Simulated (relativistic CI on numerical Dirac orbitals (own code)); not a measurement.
# Mo¹⁵⁺: q coefficients and field-shift factors

Method of calculation: Dirac-Coulomb-Breit CI, orbitals from a KLI potential per configuration, derivatives by finite differences, unscaled Slater integrals, QED left out (own radial code, finite nucleus).

Configurations in the expansion (outside the closed core [Ne]): 3s2 3p6 3d9, 3s2 3p5 3d10, 3s 3p6 3d10, 3s2 3p6 3d8 4s, 3s2 3p6 3d8 4p, 3s2 3p6 3d8 4d, 3s2 3p6 3d7 4s2, 3s2 3p6 3d8 4f. Levels of other configurations are missing.

With x = (α/α₀)² − 1 an excitation energy changes as ω = ω₀ + qx; K = 2q/ω₀ is the relative enhancement. Terms are leading LS components, so labels can repeat. The field-shift factor is F = δν/δ⟨r²⟩ for the transition from the lowest level.

Lowest level 3s2 3p6 3d9 2D_5/2.

```
                Level  ω₀ (cm⁻¹)  q (cm⁻¹)        K  F (GHz/fm²)
   3s2 3p6 3d9 2D_3/2      26812     26610     1.98        0.168
 3s2 3p5 3d10 2P°_3/2    1339531     38890   0.0581         2.39
 3s2 3p5 3d10 2P°_1/2    1485814    194000    0.261         0.29
3s2 3p6 3d8 4s 4F_9/2    1833511    -84070  -0.0917         49.1
3s2 3p6 3d8 4s 4F_7/2    1842534    -81190  -0.0881         48.9
3s2 3p6 3d8 4s 4F_5/2    1859936    -60850  -0.0654         49.2
3s2 3p6 3d8 4s 2F_7/2    1863376    -61870  -0.0664         48.9
3s2 3p6 3d8 4s 4F_3/2    1864263    -65760  -0.0705         49.2
3s2 3p6 3d8 4s 2F_5/2    1872199    -73910   -0.079         48.9
3s2 3p6 3d8 4s 4P_5/2    1891122    -60830  -0.0643         49.1
3s2 3p6 3d8 4s 2D_3/2    1894220    -65270  -0.0689         49.1
3s2 3p6 3d8 4s 4P_1/2    1907152    -63780  -0.0669         49.3
3s2 3p6 3d8 4s 4P_3/2    1910098    -56500  -0.0592         49.3
```

At this charge energies of transitions that change n are usually good to better than 1 %, and those within a shell (Δn = 0) to a few per cent.
